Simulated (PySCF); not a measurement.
**How methods differ on the excitation energy of Cl²⁺**

Cl²⁺ [Ne] 3s2 3p3 (4S) → Cl²⁺ [Ne] 3s2 3p2 3d1 (high-spin determinant), as a difference of total energies. Computed with PySCF 2.14 in aug-cc-pVQZ-DK, with scalar relativity by spin-free X2C-1e. Correlated levels: valence: [Ne] frozen. The calculations carry no spin-orbit coupling.

```csv
method,excitation energy (eV)
UHF,20.023
MP2 (valence),19.465
SCS-MP2 (valence),19.424
CCSD (valence),19.491
CCSD(T) (valence),19.050
```

How much does correlation contribute at CCSD(T) (valence)?

19.050 − (20.023) = -0.973 eV, measured against UHF.

A first-order spin-orbit estimate (lowest level to lowest level, LS coupling) adds -0.064 eV.

The promoted electron is Rydberg-like, and one or two diffuse shells describe it only roughly, which tends to raise the upper state.

The coupled-cluster amplitudes are large for the upper state (T1 above 0.03 or a double amplitude above 0.15), so a single reference is strained.

The determinant of the upper state mixes LS terms, which raises its energy above the lowest term, most at the Hartree-Fock and MP2 levels.
